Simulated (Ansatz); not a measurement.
C2H4ClI (`CC(Cl)I`), relaxed with RKS PBE-D4/def2-SVP in Ansatz 0.2.0 from a rough embedded geometry. The force threshold is 0.03 eV/Å; the program also tests the step.

The species carries charge 0 and has multiplicity 1. I takes the def2 core potential.

Start:

```xyz
8

C    -0.757   -0.267   -0.077
C     0.570    0.368    0.198
Cl    0.974    1.406   -1.168
I     2.104   -1.002    0.331
H    -0.738   -0.949   -0.963
H    -1.037   -0.987    0.798
H    -1.588    0.422   -0.171
H     0.471    1.008    1.053
```

```json
{"step": "1", "energy (eV)": "-22748.5860", "largest force (eV/Å)": "2.336", "largest move (Å)": "0.000"}
{"step": "2", "energy (eV)": "-22748.9180", "largest force (eV/Å)": "0.799", "largest move (Å)": "0.195"}
{"step": "3", "energy (eV)": "-22748.9684", "largest force (eV/Å)": "0.242", "largest move (Å)": "0.081"}
{"step": "4", "energy (eV)": "-22748.9734", "largest force (eV/Å)": "0.138", "largest move (Å)": "0.011"}
{"step": "5", "energy (eV)": "-22748.9745", "largest force (eV/Å)": "0.107", "largest move (Å)": "0.018"}
{"step": "6", "energy (eV)": "-22748.9753", "largest force (eV/Å)": "0.050", "largest move (Å)": "0.023"}
{"step": "7", "energy (eV)": "-22748.9756", "largest force (eV/Å)": "0.003", "largest move (Å)": "0.009"}
```

End:

```xyz
8

C    -0.787   -0.320   -0.074
C     0.532    0.388    0.142
Cl    0.909    1.498   -1.206
I     2.162   -1.074    0.448
H    -0.763   -0.939   -0.991
H    -1.021   -0.972    0.791
H    -1.593    0.436   -0.181
H     0.561    0.984    1.070
```

Hardware: 4 threads of a server CPU on a shared host. Wall time 8 s, peak host memory 0.14 GiB.
